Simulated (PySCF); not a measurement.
A PySCF run on RbLi⁻

State: ²Σ⁺ (doublet), unpaired electrons σ ↑.

An equivalent input (the run itself took its basis sets from the Basis Set Exchange, started from a PBE0 density and held the occupation σ 5α 4β, πx 1α 1β, πy 1α 1β):

```python
from pyscf import gto, dft
mol = gto.M(atom='Rb 0 0 0; Li 0 0 4.012', basis={'Rb': 'def2-SVPD', 'Li': 'def2-SVPD'}, ecp={'Rb': 'def2-SVPD'},
            charge=-1, spin=1, verbose=4, symmetry='C2v')
mf = dft.UKS(mol, xc='M06L')
mf.grids.atom_grid = (80, 434)
mf.grids.prune = dft.gen_grid.treutler_prune
mf.irrep_nelec = {'A1': (5, 4), 'B1': (1, 1), 'B2': (1, 1)}
mf.conv_tol = 1e-9
mf.max_cycle = 60
mf.diis_space = 10
mf.kernel()
```

The log (some set-up lines and the per-cycle HOMO/LUMO lines removed):

```
******** <class 'pyscf.dft.uks_symm.SymAdaptedUKS'> ********
method = SymAdaptedUKS
damping factor = 0
level_shift factor = 0
DIIS = <class 'pyscf.scf.diis.CDIIS'>
diis_start_cycle = 1
diis_space = 10
diis_damp = 0
SCF conv_tol = 1e-09
SCF conv_tol_grad = None
SCF max_cycles = 60
number electrons alpha = 7  beta = 6
Set gradient conv threshold to 3.16228e-05
init E= -31.5868058393447
cycle= 1 E= -31.5894986700079  delta_E= -0.00269  |g|= 0.0195  |ddm|= 0.803
cycle= 2 E= -31.5871830080065  delta_E= 0.00232  |g|= 0.0327  |ddm|= 0.405
cycle= 3 E= -31.5905435817714  delta_E= -0.00336  |g|= 0.00814  |ddm|= 0.248
cycle= 4 E= -31.5907788880666  delta_E= -0.000235  |g|= 0.00415  |ddm|= 0.0933
cycle= 5 E= -31.5908563417791  delta_E= -7.75e-05  |g|= 0.00143  |ddm|= 0.0312
cycle= 6 E= -31.5908711091355  delta_E= -1.48e-05  |g|= 0.00112  |ddm|= 0.0197
cycle= 7 E= -31.5908796921342  delta_E= -8.58e-06  |g|= 0.000954  |ddm|= 0.0205
cycle= 8 E= -31.5908849462741  delta_E= -5.25e-06  |g|= 0.00027  |ddm|= 0.0174
cycle= 9 E= -31.5908851011177  delta_E= -1.55e-07  |g|= 0.000308  |ddm|= 0.00565
cycle= 10 E= -31.5908854480025  delta_E= -3.47e-07  |g|= 5.86e-05  |ddm|= 0.00315
cycle= 11 E= -31.5908854843547  delta_E= -3.64e-08  |g|= 3.25e-05  |ddm|= 0.00169
cycle= 12 E= -31.5908854915456  delta_E= -7.19e-09  |g|= 9.1e-06  |ddm|= 0.000827
cycle= 13 E= -31.5908854919439  delta_E= -3.98e-10  |g|= 2.67e-06  |ddm|= 0.00022
Extra cycle  E= -31.5908854918514  delta_E= 9.25e-11  |g|= 5.56e-06  |ddm|= 0.000108
converged SCF energy = -31.5908854918514  <S^2> = 0.77890478  2S+1 = 2.0286989
```

Repeating this along the bond gives Re = 4.037 Å and ωe = 118 cm⁻¹.

A point of this curve took 0.7 CPU seconds beside 0.027 for the integrals, on Arm Neoverse V2 (shared host).

Spin–orbit coupling is left out. The highest Kohn–Sham level is positive in this anion. Much of that is self-interaction error, but it also means that the finite basis helps to hold the extra electron. The state is the lowest determinant that a PBE0 search found; another state may lie lower at other levels.
